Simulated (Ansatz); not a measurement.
C2H5GeNS can be A, `[SH][GeH2][C]1=NC1`, or B, `C#[C][GeH]([NH2])[SH]`.

Program: Ansatz. Geometries: PBE0-D4/def2-TZVP. ΔE: electronic, gas phase. CBS: MP2 limit from def2 TZ/QZ plus the TZ coupled-cluster correction, frozen cores. DFT in def2-TZVPP. B3LYP here is the variant with VWN-RPA as its local correlation; programs differ in this. For Ge outer-core shells are correlated without core-valence functions, which leaves a few kJ/mol of doubt a bond. Scalar relativity is left out up to krypton. One conformer a species, not always the lowest.

A:

Z-matrix (Å, degrees):
```
Ge
C 1 1.938
S 1 2.215 2 104.3
H 1 1.535 2 109.2 3 -119.7
H 1 1.535 2 109.2 3 119.7
C 2 1.458 1 156.9 3 -180.0
N 2 1.253 1 136.0 3 0.1
H 3 1.347 1 91.5 2 -0.1
H 6 1.086 2 120.3 1 79.2
H 6 1.086 2 120.3 1 -79.1
```

B:

```xyz
10

C    -1.624    1.667    0.854
C    -0.782    0.834    0.627
Ge    0.550   -0.481    0.247
N     1.586   -0.137   -1.214
S    -0.528   -2.354   -0.245
H    -2.368    2.404    1.055
H     1.484   -0.604    1.456
H     2.270    0.595   -1.085
H     1.066    0.033   -2.064
H    -1.654   -1.956    0.368
```

(1) Which isomer does CCSD(T)/CBS put lower? Give the gap. (Best estimate.)

(2) Give E(B) − E(A) in kJ/mol with CCSD/def2-TZVPP, ωB97M-V, PBE-D4, MP2/def2-TZVPP, CCSD(T)/def2-TZVPP, B3LYP, B3LYP-D4. (Estimate.)

Largest T1 diagnostic: 0.012.

## Answers

(1) The calculation gave: B, by 109.9 kJ/mol.

(2) Ansatz gave: CCSD/def2-TZVPP -109.7, ωB97M-V -97.6, PBE-D4 -72.5, MP2/def2-TZVPP -112.7, CCSD(T)/def2-TZVPP -106.6, B3LYP -98.4, B3LYP-D4 -99.0. None reverses the order clearly.

From PBE to PBE0 (25 % exact exchange), in def2-TZVPP and without D4, E(B) − E(A) moves by −6.8 kJ/mol. In def2-TZVPP, CCSD(T) changes the Hartree–Fock value by +17.7 kJ/mol (the triples alone add +3.1 kJ/mol) and MP2 by +11.6 kJ/mol.
